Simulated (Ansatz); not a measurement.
`O[SiH2]N[SiH3]` + H–F → `O[SiH2]F` + `N[SiH3]`  (ligand exchange at the Si–N bond)

Calculated with Ansatz (gas phase, PBE0-D4/def2-TZVP geometries, no zero-point term in ΔE). CBS: MP2 limit from def2 TZ/QZ plus the TZ coupled-cluster correction, frozen cores. This one scheme is used for every species. Functionals use def2-TZVPP. B3LYP here is the variant with VWN-RPA as its local correlation; programs differ in this. HSE06 is defined as in plane-wave codes. One conformer a species, not always the lowest.

`O[SiH2]N[SiH3]`:

```xyz
11

O     0.009    0.801   -2.375
Si   -0.644    0.867   -0.866
N     0.436    0.398    0.387
Si    0.391   -1.005    1.394
H     0.321   -0.051   -2.685
H    -1.025    2.290   -0.728
H    -1.811   -0.044   -0.741
H     1.202    1.036    0.562
H     0.071   -0.681    2.811
H    -0.656   -1.907    0.854
H     1.705   -1.705    1.387
```

H–F:

```xyz
2

F     0.134   -0.440   -0.003
H    -0.134    0.440    0.003
```

`O[SiH2]F`:

Cartesian coordinates in Å:
```
O 0.839 -0.946 0.146
Si -0.355 0.135 -0.107
F 0.114 1.276 -1.120
H 1.600 -0.686 0.667
H -1.463 -0.610 -0.732
H -0.735 0.831 1.144
```

`N[SiH3]`:

Z-matrix (Å, degrees):
```
Si
N 1 1.720
H 1 1.486 2 107.9
H 1 1.494 2 116.0 3 -120.3
H 1 1.486 2 107.9 3 119.4
H 2 1.007 1 119.6 3 -168.6
H 2 1.007 1 119.6 3 49.2
```

```
             level  ΔE (kJ/mol)  difference from CCSD(T)/CBS
       LDA (SPW92)        -71.7                          1.9
            PBE-D4        -72.1                          1.5
         revPBE-D4        -67.6                          6.0
           BLYP-D4        -77.9                         -4.3
         r2SCAN-D4        -81.0                         -7.4
           PBE0-D4        -71.8                          1.8
          B3LYP-D4        -78.5                         -4.9
        r2SCANh-D4        -80.0                         -6.4
        r2SCAN0-D4        -78.6                         -5.0
          HSE06-D4        -71.6                          2.0
          BHLYP-D4        -80.2                         -6.6
      CAM-B3LYP-D4        -82.9                         -9.3
           ωB97X-V        -79.7                         -6.1
           ωB97M-V        -78.4                         -4.8
            B2PLYP        -84.1                        -10.5
          PBE-QIDH        -75.0                         -1.4
               PBE        -78.8                         -5.2
              BLYP        -91.2                        -17.6
            r2SCAN        -82.9                         -9.3
              PBE0        -77.8                         -4.2
             B3LYP        -89.1                        -15.5
           r2SCANh        -82.0                         -8.4
           r2SCAN0        -80.9                         -7.3
             HSE06        -77.4                         -3.8
             BHLYP        -89.9                        -16.3
         CAM-B3LYP        -89.2                        -15.6
           LC-ωPBE        -80.6                         -7.0
RPA@PBE/def2-TZVPP        -75.3                         -1.7
       HF/def2-SVP        -83.6                        -10.0
     CCSD/def2-SVP        -74.2                         -0.6
  CCSD(T)/def2-SVP        -72.4                          1.2
     HF/def2-TZVPP        -94.9                        -21.3
    MP2/def2-TZVPP        -72.9                          0.7
SCS-MP2/def2-TZVPP        -78.1                         -4.5
   CCSD/def2-TZVPP        -77.4                         -3.8
CCSD(T)/def2-TZVPP        -74.4                         -0.8
     HF/def2-QZVPP        -96.1                        -22.5
    MP2/def2-QZVPP        -72.9                          0.7
     MP2/CBS(def2)        -72.2                          1.4
    CCSD/CBS(def2)        -76.6                         -3.0
       CCSD(T)/CBS        -73.6                            0
```

Largest T1 diagnostic among the species: 0.011.

Leaving LDA and LC-ωPBE aside and taking each functional with its dispersion term where it has one, the values, not all of them listed here, spread over 17.0 kJ/mol, from B97M-V to revPBE-D4. LDA lies +7.1 kJ/mol from PBE without D4. In def2-TZVPP, CCSD(T) changes the Hartree–Fock value by +20.5 kJ/mol (the triples alone add +3.0 kJ/mol) and MP2 by +22.0 kJ/mol. The D4 term adds +10.7 kJ/mol with B3LYP and +6.0 kJ/mol with PBE0; it sums over pairs of atoms, weighted by their polarisabilities, and B3LYP, whose exchange is more repulsive, gets the larger term.

CCSD(T)/CBS has its own doubt, a few kJ/mol and more with outer-core shells, so smaller differences from it don't rank the levels.
